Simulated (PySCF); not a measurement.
## Electron correlation in V⁺ (vanadium, charge +1)

[Ar] 3d4, high-spin 5D determinant. All numbers are calculated (PySCF 2.14, no relativity, point nucleus, in aug-cc-pVTZ). Frozen: [Ar]; 4 electrons correlated.

| level | correlation energy (mhartree) |
| --- | --- |
| CCSD | -51.92 |
| (T) | -0.92 |
| CCSD(T) | -52.84 |

Diagnostics: T1 = 0.010, D1 = 0.0147, largest double amplitude 0.027.

Q: Is a single reference adequate?

A: Yes: T1 lies below 0.03 and no double amplitude reaches 0.07.
